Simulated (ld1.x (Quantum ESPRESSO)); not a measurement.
**Pseudopotential generation for Bi (Z = 83): TM, PBE, scalar-relativistic.**

```json
{"Element": "Bi (Z = 83)", "Generator": "ld1.x (Quantum ESPRESSO) 7.5", "Type": "norm-conserving Troullier–Martins (Kleinman–Bylander form)", "Functional": "PBE", "Relativity": "scalar-relativistic", "Frozen core": "[Xe] 4f14", "Valence charge": "15", "Reference configuration": "5d10 6s2 6p3", "Partial waves": "6p (bound): rc 2.50 bohr; 5d (bound): rc 1.35 bohr; 6s (bound): rc 2.00 bohr", "Local potential": "the s channel", "Core correction": "Bessel-smoothed model core inside 0.70 bohr"}
```

* Cutoffs needed: 70 Ry and 100 Ry (the cutoffs (Ry, on a coarse ladder) from which the occupation-weighted sum of valence levels, in a spherical-Bessel basis at the reference potential, stays within 10 and 1 mRy of its value at 400 Ry)
* Ghost test: no extra level below or beside the all-electron valence levels (p, d, s, f tested) (spherical-Bessel basis up to 400 Ry, 20 bohr box)
* Largest excitation error: -72 meV (all-electron minus pseudo) for 5d10 6s1 6p0, out of 7 test configurations
